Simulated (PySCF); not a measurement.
Species: `C#C[C@H]1[SiH2]CN1C=C`. The columns A, B, C and D hold Mulliken, IAO, Hirshfeld and ESP-fitted charges (e) of one PBE0/pcSseg-1 density (PySCF), in a shuffled order. Coordinates in Å (GFN2-xTB); the density's dipole moment is (-1.81, -0.54, -0.48) D.

```json
{"atom": "C1", "x": "-0.832", "y": "2.751", "z": "-0.415", "A": "-0.254", "B": "-0.121", "C": "-0.523", "D": "-0.381"}
{"atom": "C2", "x": "-0.941", "y": "1.728", "z": "0.200", "A": "-0.047", "B": "-0.053", "C": "+0.131", "D": "+0.294"}
{"atom": "C3", "x": "-1.010", "y": "0.464", "z": "0.890", "A": "-0.280", "B": "-0.054", "C": "-0.167", "D": "-0.259"}
{"atom": "Si4", "x": "-1.985", "y": "-0.928", "z": "-0.038", "A": "+0.772", "B": "+0.379", "C": "+0.421", "D": "+0.674"}
{"atom": "C5", "x": "-0.139", "y": "-1.415", "z": "-0.151", "A": "-0.426", "B": "-0.111", "C": "-0.249", "D": "-0.245"}
{"atom": "N6", "x": "0.203", "y": "-0.345", "z": "0.772", "A": "-0.178", "B": "-0.061", "C": "-0.118", "D": "-0.602"}
{"atom": "C7", "x": "1.465", "y": "0.145", "z": "0.944", "A": "-0.036", "B": "-0.007", "C": "+0.028", "D": "+0.109"}
{"atom": "C8", "x": "2.589", "y": "-0.436", "z": "0.530", "A": "-0.432", "B": "-0.168", "C": "-0.636", "D": "-0.268"}
{"atom": "H9", "x": "-0.750", "y": "3.660", "z": "-0.932", "A": "+0.201", "B": "+0.090", "C": "+0.326", "D": "+0.042"}
{"atom": "H10", "x": "-1.265", "y": "0.644", "z": "1.942", "A": "+0.162", "B": "+0.045", "C": "+0.112", "D": "+0.164"}
{"atom": "H11", "x": "-2.656", "y": "-0.526", "z": "-1.270", "A": "-0.102", "B": "-0.061", "C": "-0.063", "D": "-0.061"}
{"atom": "H12", "x": "-2.810", "y": "-1.764", "z": "0.831", "A": "-0.108", "B": "-0.065", "C": "-0.075", "D": "-0.071"}
{"atom": "H13", "x": "0.328", "y": "-1.285", "z": "-1.135", "A": "+0.137", "B": "+0.035", "C": "+0.134", "D": "+0.137"}
{"atom": "H14", "x": "0.168", "y": "-2.391", "z": "0.234", "A": "+0.146", "B": "+0.037", "C": "+0.102", "D": "+0.146"}
{"atom": "H15", "x": "1.493", "y": "1.069", "z": "1.509", "A": "+0.153", "B": "+0.049", "C": "+0.156", "D": "+0.104"}
{"atom": "H16", "x": "3.546", "y": "-0.007", "z": "0.760", "A": "+0.152", "B": "+0.037", "C": "+0.208", "D": "+0.112"}
{"atom": "H17", "x": "2.591", "y": "-1.352", "z": "-0.033", "A": "+0.140", "B": "+0.029", "C": "+0.211", "D": "+0.106"}
```

Task: Which column most likely holds the ESP-fitted charges?

Result: C. Σ q r misses the density's dipole by 0.02 D (C), 0.59 D (B), 1.77 D (A), 3.26 D (D). Charges fitted to the outside potential are the only set here that is tied to the molecule's multipoles.

Task: And the Hirshfeld charges?

Result: B. The mean sizes are 0.083 e (B), 0.215 e (C), 0.219 e (A), 0.222 e (D), and Hirshfeld charges are commonly the smallest of these schemes.

As computed, A = IAO, B = Hirshfeld, C = ESP-fitted, D = Mulliken. Hydrogens on carbon: IAO +0.14 to +0.20, Hirshfeld +0.03 to +0.09, ESP-fitted +0.10 to +0.33, Mulliken +0.04 to +0.16 e.

The Mulliken scheme counts on each atom the diagonal of the density matrix times the overlap matrix over that atom's basis functions. The IAO scheme projects the occupied orbitals on a minimal set of polarised atomic orbitals and counts the electrons in each atom's part of it.

Isolated species at its GFN2-xTB geometry (one conformer only).

The run behind these numbers computed NMR shieldings as well. The run took 51 s of wall time on Arm Neoverse N1, one thread, shared host, and the process peaked at 0.84 GiB of memory.

Shape of the structure used: `[CH:1]#[C:2][C@H:3]1[SiH2:4][CH2:5][N:6]1[CH:7]=[CH2:8]`: C5–N6–C7–C8 -15°.
